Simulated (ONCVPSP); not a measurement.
B (Z = 5), ONCV: configuration errors across variants

```json
{
  "Element": "B",
  "Generator": "ONCVPSP 4.0.1",
  "Type": "optimised norm-conserving Vanderbilt (ONCV)",
  "Functional": "LDA (Perdew-Wang 92)",
  "Relativity": "scalar-relativistic",
  "Frozen core": "[He]",
  "Valence charge": "3",
  "Reference configuration": "2s2 2p1",
  "Partial waves": "2s: rc 1.20 bohr, ncon 3, nbas 7, qcut 5.6 1/bohr, 3 projectors, debl 2.5 Ha; 2p: rc 2.80 bohr, ncon 4, nbas 8, qcut 4 1/bohr, 2 projectors, debl 0.6 Ha; d scattering state at 0.35 Ha: rc 2.75 bohr, ncon 4, nbas 7, qcut 3 1/bohr, 2 projectors, debl 0.7 Ha",
  "Local potential": "polynomial inside 0.80 bohr (lpopt 5, dvloc0 0 Ha)",
  "Core correction": "none"
}
```

All-electron excitation energies from the reference (eV): (1) 2s2 2p0 8.321; (2) 2s1 2p0 33.619; (3) 2s2 2p0.5 2.940; (4) 2s0 2p3 11.399.

2 further variants failed, have other tests or another functional or relativity, and are left out.

A true bound ghost makes a file unfit for plane-wave use even where its test errors are small: the radial tests pick states by their node count and pass the ghost by.

Errors AE − PS in meV (a dash: test not solved or not reliable):

| change | (1) | (2) | (3) | (4) | bound ghosts | GHOST(+) flags above zero |
| --- | --- | --- | --- | --- | --- | --- |
| base | +91 | +321 | +14 | -39 | s | d |
| s: qcut 6.7; p: qcut 4.8; d: qcut 3.6 | +68 | +259 | +10 | -24 | s | d |
| s: qcut 5.3 | +91 | +321 | +14 | -39 | s | s, d |
| all radii scaled by about 1.11 (s 1.34, p 3.12, d 3.06 bohr); local potential polynomial inside 0.88 bohr (lpopt 5, dvloc0 0 Ha) | +119 | +395 | +19 | -60 | d | none |
| local potential polynomial inside 0.95 bohr (lpopt 5, dvloc0 0 Ha) | +91 | +321 | +14 | -39 | s | d |
| p: debl 0.4 | +91 | +321 | +14 | -39 | s | d |
| s: rc 0.96 | +91 | +316 | +14 | -42 | s | s, d |
| local potential polynomial inside 0.80 bohr (lpopt 5, dvloc0 8 Ha) | +91 | +321 | +14 | -39 | s | none |

Task: Give the same row for: p: nproj 1.

Result: +91, +321, +13, -41; bound ghosts: s; GHOST(+) flags above zero: d.
